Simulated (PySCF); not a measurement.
Ionisation energy of Ru⁴⁰⁺ by level of theory

Ru⁴⁰⁺ [He] 2s2 (1S) → Ru⁴¹⁺ [He] 2s1 (2S), as a difference of total energies. Calculation: PySCF 2.14, in an uncontracted even-tempered set (17 s from 17 bohr⁻², ratio 2.2; 8 p from 26 bohr⁻², ratio 2.4; 5 d from 79 bohr⁻², ratio 2.4; 5 f from 120 bohr⁻², ratio 2.4; 4 g from 180 bohr⁻², ratio 2.4); the non-relativistic Hamiltonian (point nucleus). Correlated levels: nothing frozen; virtual orbitals above 40 to 60 times the deepest correlated orbital energy dropped. The calculations carry no spin-orbit coupling.

```csv
method,ionisation energy (eV)
UHF,5941.1
LDA,5938.3
PBE,5945.9
PBE0,5945.0
r2SCAN,5939.9
BLYP,5945.1
TPSS,5945.4
MP2 (all electrons),5948.9
SCS-MP2 (all electrons),5950.4
```

Problem. How much does correlation contribute at MP2 (all electrons)?

Solution. 5948.9 − (5941.1) = 7.8 eV, measured against UHF.

The gap to the reference is mostly relativistic.

For comparison: 6137 ± 6 eV (semi-empirical (NIST evaluation); NIST Atomic Spectra Database, ionization energies).
